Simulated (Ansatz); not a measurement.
Frontier orbitals of GeH$_{8}$OSi$_{2}$ (`[OH][GeH]([SiH3])[SiH3]`).

The species carries charge 0 and has multiplicity 1. Correlated methods include outer-core shells of Ge, which these sets cover unevenly. Scalar relativity is left out up to krypton. The structure was optimised at the PBE0-D4/def2-TZVP level. It is one conformer, not always the lowest. Basis def2-TZVPP, the Gaussian-basis code of Ansatz.

```tsv
functional	HOMO (eV)	LUMO (eV)	gap (eV)
LDA (SPW92)	-6.48	-1.70	4.78
PBE	-6.37	-1.50	4.87
BLYP	-6.24	-1.36	4.88
PBE0	-7.58	-0.68	6.90
B3LYP	-7.37	-0.87	6.50
HSE06 (plane-wave form)	-7.19	-1.05	6.14
BHLYP	-8.60	0.20	8.80
CAM-B3LYP	-8.82	0.35	9.17
ωB97M-V	-9.59	1.07	10.66
HF	-10.15	2.43	12.58
```

From PBE to PBE0 the HOMO moves by −1.21 eV and the LUMO by +0.82 eV, and with ωB97M-V by −3.22 and +2.57 eV, so the gap grows from 4.86 to 10.66 eV with exact exchange. A positive LUMO is unbound and depends on the basis.

B3LYP here is the variant with VWN-RPA as its local correlation; programs differ in this.
